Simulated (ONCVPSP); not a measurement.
## What one change does to a pseudopotential (Cl, ONCV)

- Element: chlorine (Cl)
- Generator: ONCVPSP 4.0.1
- Type: optimised norm-conserving Vanderbilt (ONCV)
- Functional: PBE
- Relativity: scalar-relativistic
- Frozen core: [Ne]
- Valence charge: 7
- Reference configuration: 3s2 3p4.5 (charge +0.5)
- Partial waves: 3s: rc 1.35 bohr, ncon 3, nbas 7, qcut 5.3 1/bohr, 2 projectors, debl 0.5 Ha; 3p: rc 1.00 bohr, ncon 5, nbas 9, qcut 9.3 1/bohr, 3 projectors, debl 2.9 Ha
- Local potential: polynomial inside 0.95 bohr (lpopt 5, dvloc0 4 Ha)
- Core correction: polynomial model core, fcfact 0.4

In the s channel the program set the typed energies aside and used -0.962, 0.250 Ha.

All-electron outer shells of the reference configuration (PBE, scalar-relativistic, ld1.x):

```
shell  level (eV)  outermost node (bohr)  outermost maximum (bohr)
   2s     -258.81                   0.12                      0.36
   2p     -197.75                      –                      0.30
   3s      -26.19                   0.55                      1.27
   3p      -13.81                   0.53                      1.41
```

Change: core correction polynomial model core, fcfact 0.98.

Cutoffs: the cutoffs (Ha) at which the residual kinetic energy of the hardest occupied pseudo-wave falls to 1 and 0.1 mHa per electron; they do not see the model core or the augmentation charge, which bear on the density cutoff. Errors are all-electron minus pseudo energies relative to the spin-unpolarised reference configuration.

Task: Predict the effect on cutoff, ghosts and configuration errors.

Result: The potential gets neither clearly harder nor softer (218 Ha and 262 Ha → 218 Ha and 262 Ha); both files keep a bound ghost (p); of the 4 tests that both files solve, the error grows in 0 and shrinks in 1 by more than 15 % and 0.3 meV (median size 1.1 → 0.8 meV). A model core, the more so a compact one, raises the density cutoff, which this test does not measure.

| quantity | base | changed |
| --- | --- | --- |
| cutoff, loose | 218 Ha | 218 Ha |
| cutoff, tight | 262 Ha | 262 Ha |
| bound ghosts | p | p |
| GHOST(+) flags under 300 eV | s at 192.7 eV | s at 192.7 eV |
| error for 3s2 3p5, meV [ΔE -5.58 eV] | +0.4 | +0.4 |
| error for 3s2 3p4, meV [ΔE 8.29 eV] | 0.0 | 0.0 |
| error for 3s2 3p3, meV [ΔE 33.74 eV] | +4.9 | +4.6 |
| error for 3s1 3p6, meV [ΔE 6.57 eV] | +1.8 | +1.3 |
| s: phases at 1.37 bohr within 0.05 rad from the reference energy up to (Ha; the scan ends near 5) | to the end of the scan | to the end of the scan |
| p: phases at 1.02 bohr within 0.05 rad from the reference energy up to (Ha; the scan ends near 5) | to the end of the scan | to the end of the scan |
| rms error of d²Exc/dni dnj with the model core, mHa | 0.08 | 0.23 |

 A true bound ghost makes a file unfit for plane-wave use even where its test errors are small: the radial tests pick states by their node count and pass the ghost by.
